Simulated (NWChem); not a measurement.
ZnH2Se; SMILES [SeH][ZnH]

```xyz
4

Zn     0.2450    -1.0262    -0.0012
H      0.3445    -2.5653    -0.0027
Se     0.1094     1.2754     0.0010
H     -1.3754     1.1708    -0.0019
```
Atoms are numbered in this order, from 1.

All runs: NWChem. Coordinates come from a PBE-D3(BJ)/def2-SVP optimisation. B3LYP is NWChem's, with the RPA form of VWN correlation. Static field.

For level PBE/def2-SVPD:

| Quantity | Result |
|---|---|
| isotropic polarisability (bohr³) | 60.2 |
| anisotropy (bohr³) | 32.3 |

Question: What are these values for level B3LYP/def2-SVPD?

Answer: 
- isotropic polarisability (bohr³) = 58.4
- anisotropy (bohr³) = 30.5
